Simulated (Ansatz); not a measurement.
Frontier orbitals of GeH4OSe (`[OH][GeH2][SeH]`).

```xyz
7

O    -0.638   -0.766   -1.268
Ge   -0.546    0.190    0.226
Se    1.630    0.144    1.120
H    -0.226   -1.629   -1.173
H    -0.969    1.594   -0.209
H    -1.436   -0.411    1.327
H     2.185    0.878   -0.024
```

The species carries charge 0 and has multiplicity 1. Correlated methods include outer-core shells of Ge, Se, which these sets cover unevenly. Scalar relativity is left out up to krypton. The geometry is a stationary point of PBE0-D4/def2-TZVP. It is one conformer, not always the lowest. Basis def2-TZVPP, Ansatz.

| functional | HOMO (eV) | LUMO (eV) | gap (eV) |
| --- | --- | --- | --- |
| PBE | -6.05 | -1.11 | 4.94 |
| BLYP | -5.89 | -1.08 | 4.81 |
| PBE0 | -7.22 | -0.22 | 7.00 |
| BHLYP | -8.24 | 0.68 | 8.92 |
| CAM-B3LYP | -8.51 | 0.76 | 9.27 |
| LC-ωPBE | -9.88 | 1.97 | 11.85 |
| ωB97M-V | -9.39 | 1.66 | 11.05 |
| HF | -9.85 | 3.01 | 12.86 |

A quarter of exact exchange (PBE0) shifts PBE's HOMO by −1.17 eV and its LUMO by +0.90 eV; full exchange at long range (ωB97M-V) shifts them by −3.34 and +2.77 eV. The gap opens from 4.94 to 11.05 eV, since occupied levels lose self-interaction and empty ones feel all the electrons. A positive LUMO is unbound and depends on the basis.

LC-ωPBE has ω = 0.4 bohr⁻¹.
